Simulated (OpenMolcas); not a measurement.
Sb: Slater's ratio, worked from levels

```json
{
  "Program": "OpenMolcas 26.06",
  "Basis": "ANO-R2 [7s6p4d2f1g]",
  "Scalar Hamiltonian": "X2C, finite nucleus",
  "Active space": "5 electrons in 9 orbitals (RAS2 5s 5p; RAS3 5d, at most 2 electrons)",
  "State averaging": "2S+1 = 4 odd, 1 root; 2S+1 = 2 odd, 8 roots; 2S+1 = 4 even, 3 roots; 2S+1 = 2 even, 5 roots (0 in the spin-orbit step)",
  "Spin-orbit coupling": "RASSI with atomic mean-field integrals over the reference wave functions, term energies averaged over their components"
}
```

Methods: RASSCF; SS-RASPT2, IPEA 0.25 Eh, imaginary shift 0.1 Eh (closed shells correlated: 4d). Measured levels: NIST Handbook of Basic Atomic Spectroscopic Data.

**Slater's ratio.** With one set of orbitals, p3 has 2D* - 4S* = 9 F2 and 2P* - 2D* = 6 F2 (F2 = F²/25), a ratio of 2/3. Term energies are centres of gravity, weighted by 2J + 1.

```tsv
Source	2D* - 4S*	2P* - 4S*	F2 from the first	Ratio
RASSCF	12473	20908	1386	0.676
SS-RASPT2	10794	19189	1199	0.778
measured	9317	17775	1035	0.908
```

Energies in cm-1. A ratio away from 2/3 shows effects beyond one configuration with one set of orbitals, and in heavier atoms second-order spin-orbit shifts.

Some high roots are left out of the spin-orbit mixing, which shifts the levels that they would mix with. Active for correlation alone: 5d; no level in the range computed is led by a configuration that fills it, so any true level of that kind is missing. Some terms miss by over 15 % even with CASPT2, which points to a basis or an active space too small for the shells correlated (holds for SS-RASPT2). Computed and measured levels are paired by configuration, term and J; levels that our copy of the source lacks, or whose pairing is in doubt (as where it misses far off the trend of its configuration), stay unpaired and out of the deviations. Only configurations of the active space appear.

* marks odd parity.
